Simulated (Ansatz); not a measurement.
`[OH][GeH]([F])[F]` + CH₃SH → `C[S][GeH]([F])[F]` + H₂O at 600 K and 1 bar (ligand exchange at a Ge–O bond).

Computed with Ansatz on PBE0-D4/def2-TZVP structures; ΔE is electronic, products minus reactants. CBS: MP2 limit from def2 TZ/QZ plus the TZ coupled-cluster correction, frozen cores. This one scheme is used for every species. For Ge outer-core shells are correlated without core-valence functions, which leaves a few kJ/mol of doubt a bond. Scalar relativity is left out up to krypton. One conformer a species, not always the lowest.

```csv
species,CCSD(T)/CBS energy (Eh),H − E (kJ/mol),S (J/(mol·K))
`[OH][GeH]([F])[F]`,-2352.17909,115.3,379.6
CH₃SH,-438.22835,152.3,296.8
`C[S][GeH]([F])[F]`,-2714.02980,197.8,460.5
H₂O,-76.37941,76.8,212.8
```

H − E and S are ideal-gas, rigid-rotor, harmonic terms from PBE0-D4/def2-TZVP, for one conformer and one mirror image of each species. 1 Eh = 2625.50 kJ/mol, R = 8.31446 J/(mol·K).

**Question.** By hand: ΔE, ΔH, ΔS and ΔG.

**Answer.** ΔE = (-2714.02980) + (-76.37941) − (-2352.17909) − (-438.22835) = -0.00177 Eh = -4.6 kJ/mol. Δ(H − E) = 197.8 + 76.8 − 115.3 − 152.3 = 7.0, so ΔH = 2.4 kJ/mol. ΔS = 460.5 + 212.8 − 379.6 − 296.8 = -3.1 J/(mol·K). ΔG = 2.4 − 600 × (-3.1)/1000 = 4.3 kJ/mol.

**Question.** By hand: the equilibrium constant, and the temperature at which ΔG would vanish if ΔH and ΔS stayed fixed.

**Answer.** log₁₀ K = −ΔG/(RT ln 10) = -0.4. ΔH and −TΔS have one sign here, so there is no such temperature.

TΔS isn't small against ΔH here. The sign of ΔG lies within the doubt. A doubt of 5 kJ/mol in ΔE shifts log₁₀ K by 0.4 here. Other conformers and mirror images would add mixing entropy, several J/(mol·K) or more a flexible species. Modes under 60 cm⁻¹, often nearly free rotors, make the harmonic entropy too high. These are equilibria of isolated gas molecules and say nothing of rates. Largest T1 diagnostic: 0.012 (customary marks: 0.02 for closed shells, 0.045 for open ones).

ΔS is within the doubt of such terms, so its sign, and with it that verdict, could turn.
